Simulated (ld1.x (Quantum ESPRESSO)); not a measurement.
An all-electron radial function and its pseudo partner (Fe)

Columns: radius, all-electron u(r) and pseudo u(r) of the 3d shell (level -7.50 eV) of iron in the configuration [Ar] 3d6 4s2 4p0; PBE, scalar-relativistic, TM semilocal scheme, ld1.x (Quantum ESPRESSO) 7.5.

```json
{"r (bohr)": "0.170", "all-electron": "0.2098", "pseudo": "0.0352"}
{"r (bohr)": "0.340", "all-electron": "0.5999", "pseudo": "0.2356"}
{"r (bohr)": "0.510", "all-electron": "0.8416", "pseudo": "0.5875"}
{"r (bohr)": "0.680", "all-electron": "0.9206", "pseudo": "0.9073"}
{"r (bohr)": "0.850", "all-electron": "0.8985", "pseudo": "1.0364"}
{"r (bohr)": "1.020", "all-electron": "0.8297", "pseudo": "0.9780"}
{"r (bohr)": "1.190", "all-electron": "0.7450", "pseudo": "0.8352"}
{"r (bohr)": "1.360", "all-electron": "0.6594", "pseudo": "0.6946"}
{"r (bohr)": "1.530", "all-electron": "0.5794", "pseudo": "0.5870"}
{"r (bohr)": "1.700", "all-electron": "0.5073", "pseudo": "0.5078"}
{"r (bohr)": "1.870", "all-electron": "0.4437", "pseudo": "0.4437"}
{"r (bohr)": "2.040", "all-electron": "0.3881", "pseudo": "0.3881"}
{"r (bohr)": "2.210", "all-electron": "0.3395", "pseudo": "0.3395"}
{"r (bohr)": "2.380", "all-electron": "0.2973", "pseudo": "0.2973"}
{"r (bohr)": "2.550", "all-electron": "0.2604", "pseudo": "0.2604"}
{"r (bohr)": "2.720", "all-electron": "0.2282", "pseudo": "0.2282"}
{"r (bohr)": "2.890", "all-electron": "0.2000", "pseudo": "0.2000"}
{"r (bohr)": "3.060", "all-electron": "0.1753", "pseudo": "0.1753"}
{"r (bohr)": "3.230", "all-electron": "0.1537", "pseudo": "0.1537"}
{"r (bohr)": "3.400", "all-electron": "0.1347", "pseudo": "0.1347"}
{"r (bohr)": "3.570", "all-electron": "0.1181", "pseudo": "0.1181"}
{"r (bohr)": "3.740", "all-electron": "0.1035", "pseudo": "0.1035"}
{"r (bohr)": "3.910", "all-electron": "0.0908", "pseudo": "0.0908"}
{"r (bohr)": "4.080", "all-electron": "0.0796", "pseudo": "0.0796"}
{"r (bohr)": "4.250", "all-electron": "0.0698", "pseudo": "0.0698"}
{"r (bohr)": "4.420", "all-electron": "0.0612", "pseudo": "0.0612"}
```

Task: How many radial nodes do the two functions have?

Result: The all-electron 3d function has n − l − 1 = 0; the pseudo-wave has 0.

Task: At about which radius was the pseudo-wave matched?

Result: 1.90 bohr, where the columns begin to agree (steps of 0.17 bohr).

Task: Where does each function peak?

Result: Outermost all-electron maximum near 0.68 bohr, pseudo maximum near 0.85 bohr (to the table’s step).

Task: Is the pseudo-wave norm-conserving?

Result: Yes: the TM semilocal scheme keeps the norm inside the radius equal to the all-electron one, which fixes the energy derivative of the logarithmic derivative at the level.
